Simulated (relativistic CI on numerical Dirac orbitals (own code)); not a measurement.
One change at a time: Kr XXII

Base calculation: Dirac-Coulomb-Breit CI, orbitals from a KLI potential per configuration, a model potential for QED, unscaled Slater integrals.

Configuration list (outside the closed core [Ne]): 3s2 3p3, 3s 3p4, 3s2 3p2 3d, 3p5, 3s 3p3 3d, 3p4 3d, 3s 3p2 3d2, 3s2 3p 3d 4p, 3p4 4s, 3s2 3p2 4s, 3p4 4p, 3s 3p2 3d 4s, 3s2 3p2 4p, 3s2 3p 3d2, 3s2 3d3, 3s 3p 3d3, 3s2 3d2 4s, 3s2 3d2 4p, 3p3 3d2, 3p2 3d3, 3p2 3d2 4s, 3p2 3d2 4p, 3s2 3p 3d 4s, 3s 3p 3d2 4s, 3s2 3d 4s2, 3s2 3d 4s 4p. Double excitations out of closed p, d and f shells are left out; levels of such configurations are missing from the list, as are those of other unlisted configurations, and high levels can miss mixing partners.

The lowest level and the first level of each name with at least 55 % of one term (blank where a level has no safe partner in the second run):

```
            Level  Base (cm⁻¹)  Shift (cm⁻¹)
  3s2 3p3 4S°_3/2            0             0
  3s2 3p3 2D°_3/2        79955         +1788
  3s2 3p3 2D°_5/2       109637         +1812
  3s2 3p3 2P°_1/2       156137         +8812
  3s2 3p3 2P°_3/2       219100         +8025
    3s 3p4 4P_5/2       512636        -15164
    3s 3p4 4P_3/2       563924        -14419
    3s 3p4 4P_1/2       576615        -14089
    3s 3p4 2D_5/2       665980         -9187
3s2 3p2 3d 4F_5/2       747757        -10667
3s2 3p2 3d 2F_5/2       778348         -8772
3s2 3p2 3d 4F_7/2       787190        -11757
3s2 3p2 3d 4D_1/2       790041         -8036
3s2 3p2 3d 4D_3/2       806737         -6996
```

At this charge energies of transitions that change n are usually good to better than 1 %, and those within a shell (Δn = 0) to a few per cent.

Question: One thing was changed in a second run, which moved the levels as shown. Which?
A. configuration mixing switched off
B. P86 correlation estimate
C. only the first 3 configurations
D. QED terms removed
E. Breit term removed

Answer: C. Only the first 3 configurations. With fewer configurations the levels that remain lose their mixing partners.

LS names give the leading component of a level, which can be under half, so a name can repeat, a term be missing and a line seem to break the LS rules.
